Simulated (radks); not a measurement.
The numbers below are computed, except where a source is named.
B3+, configuration 2p2 (not the ground configuration).

Code: a radial shooting solver on a logarithmic mesh with Libxc functionals. Model: scalar-relativistic Kohn-Sham, PBE, spin-unpolarised, spherical densities, point nucleus.

Energy parts (hartree):
| part | energy |
|---|---|
| total | -5.40591 |
| kinetic | 5.36658 |
| electron-nucleus | -11.58001 |
| Hartree | 1.66735 |
| exchange-correlation | -0.85983 |

Orbitals (lengths in bohr, moments of r in powers of bohr; r(max) is where P^2 peaks):
orbital  occ.  eigenvalue (hartree)   <r^2>     <r>  r(max)
1s          0             -10.85420  0.1250  0.3059  0.2038
2p          2              -1.99206   1.449   1.093  0.8534

The highest occupied level is 2p at -54.207 eV. The configuration is held as typed, so some empty levels lie below it. Summed over all electrons, <r^2> = 2.898 bohr^2, which gives a Langevin (diamagnetic) susceptibility term of -2.29 x 10^-6 cm^3/mol. The density falls to 0.001 e/bohr^3 at r = 2.50 bohr.
